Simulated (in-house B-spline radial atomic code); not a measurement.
Hg. Computed with a B-spline radial atomic code. Model: non-relativistic spherical atom: semilocal Troullier-Martins pseudo-atom, one channel per l, against all electrons, high spin, G0W0 and RPA with empty states to l = 8, local potential for every l without a channel, a model core (radius 0 = none) keeps its share of the functional.

The core holds an angular momentum without a channel of its own, so the local potential lets valence electrons into it.

Without relativity these are model numbers for so heavy an element.

What the tables leave out is listed at the end.

The pseudopotential gives back the lowest level of each angular momentum of its own functional in the configuration it was made in; a second state of the same l is only approximately right. Exact exchange, RPA and GW see the smooth pseudo-orbitals and miss the exchange with the core, for which the functional's share stands in. The column with an uncorrelated core keeps all orbitals and exact exchange, and so separates missing core correlation from pseudisation. Only the three outermost levels and the lowest empty one were computed. RPA here is direct RPA, with no exchange kernel, and its energies carry an (l + 1/2)⁻⁴ tail. A hybrid on a potential with a model core restores only its own semilocal share of the core's exchange.

Command:
```bash
python run_psgw.py task.json out
```
Settings (lengths in bohr, energies in hartree):
```
Z                      80
electrons              80
configuration          [Xe] 4f14 5d10 6s2
generated_in           [Xe] 4f14 5d10 6s2
functional             pbe,pbe
core_shells            13
radius_factor          0.8
core_correction        True
ion_configuration      [Xe] 4f14 5d10 6s1
```

Run time, properties included: 91 s on 1 thread of Arm Neoverse N1, on a shared host.

Given: made with PBE; model core radius 2.504 bohr; local radius 2.14 bohr; mean-field start PBE.

Valence shells of the generating configuration: 6s.

Channel: s 2.028, p 2.773 (radii in bohr).

Computed: largest level miss in the spin-unpolarised generating configuration 0 eV; valence RPA correlation energy all-electron orbitals -0.060856 hartree; valence RPA correlation energy pseudo -0.074486 hartree; pseudo-atom RPA polarisability 46.013 bohr³; ionisation by mean-field all-electron 8.4685 eV; ionisation by RPA all-electron 8.7977 eV; ionisation by RPA pseudo minus all 0.34 eV.

| level | occupied | mean-field all-electron (eV) | mean-field pseudo minus all (eV) | G0W0 all-electron (eV) | G0W0 uncorrelated core minus all (eV) | G0W0 pseudo minus all (eV) | exchange self-energy all-electron (eV) | exchange self-energy pseudo (eV) |
| --- | --- | --- | --- | --- | --- | --- | --- | --- |
| 6s | 1 | -5.2934 | 0 | -8.4968 | 0.761 | 0.256 | -11.23 | -7.9049 |

Task: What is the ionisation by mean-field pseudo minus all?

Result: 0.106 eV.

Task: What is the all-electron RPA polarisability, core included?

Result: 46.723 bohr³.

Given: mean-field start PBE0.

Computed: valence RPA correlation energy all-electron orbitals -0.052339 hartree; valence RPA correlation energy pseudo -0.06249 hartree; all-electron RPA polarisability, core included 41.943 bohr³; ionisation by mean-field all-electron 8.2005 eV; ionisation by mean-field pseudo minus all -0.18 eV; ionisation by RPA all-electron 8.6266 eV.

```json
{"level": "6s", "occupied": "1", "mean-field all-electron (eV)": "-5.9374", "mean-field pseudo minus all (eV)": "0.215", "G0W0 all-electron (eV)": "-8.5293", "G0W0 uncorrelated core minus all (eV)": "0.778", "G0W0 pseudo minus all (eV)": "0.571", "exchange self-energy all-electron (eV)": "-11.02", "exchange self-energy pseudo (eV)": "-7.6518"}
```

Task: What is the pseudo-atom RPA polarisability?

Result: 44.631 bohr³.

Task: What is the ionisation by RPA pseudo minus all?

Result: -0.236 eV.

Among the listed levels the largest G0W0 shift of the pseudo-atom is +0.57 eV, for 6s on the PBE0 start, while leaving the core uncorrelated moves that level by +0.78 eV. The rest, -0.21 eV, comes from pseudisation and the lost core exchange. Not in the tables (levels of low weight, unsolved or above zero; the highest and the empty levels are kept at any weight): on PBE the G0W0 levels 6p (pseudo minus all -0.23 eV, weights 0.85 and 0.90); on PBE0 the G0W0 levels 6p (pseudo minus all -0.14 eV, weights 0.90 and 0.93); no Hartree-Fock pseudo-atom is run with a model core.
